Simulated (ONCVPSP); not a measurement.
# How hard is this Nd (Z = 60) ONCV potential?

ONCVPSP 4.0.1 input, shortened (lines: element, Z, core and valence counts, functional; n l f; lmax; l rc ep ncon nbas qcut; lloc lpopt rc5 dvloc0; l nproj debl; icmod fcfact rcfact), PBEsol, fully relativistic:

```
  Nd 60.00   11    2  -116133      upf
    1    0    2.00
    2    0    2.00
    2    1    6.00
    3    0    2.00
    3    1    6.00
    3    2   10.00
    4    0    2.00
    4    1    6.00
    4    2   10.00
    5    0    2.00
    5    1    6.00
    4    3    4.00
    6    0    2.00
    3
    0    3.60    0.00    3    7    1.50
    1    3.45    0.11    4    9    2.30
    2    3.20    0.15    3    6    2.70
    3    1.30    0.00    4    8   15.30
    4    5    0.85    3.00
    0    1    2.30
    1    2    3.60
    2    2    3.20
    3    1    2.20
    1    0.75    0.00
```

Open shells are filled in proportion to 2j + 1.

In the p channel the program set the typed energies aside and used 0.050, 3.650 Ha (j = l + 1/2; the other j can differ). In the d channel the program set the typed energies aside and used -0.069, 3.131 Ha (j = l + 1/2; the other j can differ).

**Question.** For each optimised wave give the share of its norm inside rc, the residual kinetic energy above qcut (Ha) and the cutoffs (Ha) for errors of 10, 1, 0.1 and 0.01 mHa per electron.

**Answer.**

```
               wave  norm inside rc  residual KE  10 mHa  1 mHa      0.1 mHa     0.01 mHa
                 6s           0.325      1.8e-03     0.6    1.7          8.8         14.7
p projector 1 j=3/2           0.233      1.2e-03     0.6    3.0         21.0         24.8
p projector 2 j=3/2           0.171      3.9e-01    10.3   25.8         30.0         37.0
p projector 1 j=1/2           0.262      3.8e-04     0.6    1.7         15.0         23.1
p projector 2 j=1/2           0.175      4.4e-01    11.4   27.0         30.9         39.9
d projector 1 j=5/2           0.553      4.7e-03     3.3    7.8         15.0         32.2
d projector 2 j=5/2           0.160      5.1e-01    24.2   50.4  not reached  not reached
d projector 1 j=3/2           0.580      5.5e-03     3.4    9.5         15.9         33.5
d projector 2 j=3/2           0.161      5.0e-01    24.2   50.3  not reached  not reached
           4f j=7/2           0.709      7.1e-05    73.4   86.0        102.3  not reached
           4f j=5/2           0.720      4.2e-05    71.6   83.3         95.3  not reached
```

The occupied waves need 86 Ha and 102 Ha for 1 and 0.1 mHa. Note: ghosts flagged at negative energy: s at -499.7 eV, s at -106.4 eV, p3/2 at -200.8 eV, d5/2 at -1174.2 eV, p1/2 at -198.3 eV and 1 more; GHOST(+) flagged for d5/2 at 25.1 eV, d3/2 at 30.6 eV, p3/2 at 69.9 eV, d5/2 at 96.4 eV, d3/2 at 96.9 eV and 2 more. A true bound ghost makes a file unfit for plane-wave use. Tests left out (the all-electron energies of this program are off by 10 to 40 meV for near-neutral 4f atoms).
